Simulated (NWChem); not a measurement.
System: C3H6O; SMILES OC1CC1

```xyz
10

O     -0.0669    -1.4545    -0.1944
C     -0.0027    -0.2424     0.4729
C     -0.7660     0.8842    -0.1290
C      0.7403     0.9067    -0.1442
H      0.7781    -1.9008    -0.0750
H      0.0034    -0.3095     1.5708
H     -1.3031     1.5706     0.5306
H     -1.2690     0.6633    -1.0739
H      1.2279     0.7136    -1.1038
H      1.2688     1.6079     0.5078
```
Atoms are numbered in this order, from 1.

All runs: NWChem. Medium grid unless said otherwise, to which SCAN and Minnesota functionals are sensitive. Structure relaxed at the PBE0/def2-SVP level. Total energies of different functionals are on different scales.

```tsv
level	energy (Ha)	highest occupied level (eV)	orbital gap (eV)	dipole (D)
PBE/def2-SVP	-192.7246	-5.76	6.74	1.40
B3LYP/def2-SVP	-192.9666	-7.07	8.62	1.46
LDA (Slater exchange, VWN5)/def2-SVP	-191.3260	-5.87	6.75	1.45
BLYP/def2-SVP	-192.8766	-5.63	6.56	1.38
CAM-B3LYP/def2-SVP	-192.8694	…	…	…
r2SCAN/def2-SVP	-192.8516	-6.14	7.87	1.46
```

Problem. Complete the blanks.

Solution. 
- CAM-B3LYP/def2-SVP, highest occupied level (eV): -8.76
- CAM-B3LYP/def2-SVP, orbital gap (eV): 11.58
- CAM-B3LYP/def2-SVP, dipole (D): 1.50
